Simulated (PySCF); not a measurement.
Harmonic spectrum computed at B3LYP in the def2-TZVP basis family (core potentials from Rb on, PySCF, no spin–orbit coupling):

| symmetry | ω (cm⁻¹) | IR (km/mol) |
| --- | --- | --- |
| a1 | 1021 | 74.5 |
| b2 | 2036 | 269 |
| a1 | 2036 | 220 |

Problem. Which molecule gave it? In each, all ligands are bound to the one heavy central atom.
A. MgH₂ (singlet)
B. H₂Se (singlet)
C. CdH₂ (singlet)
D. SiH₂ (singlet)
E. H₂S (singlet)

Solution. D. It has C2v symmetry with Si–H 1.523 Å (×2).
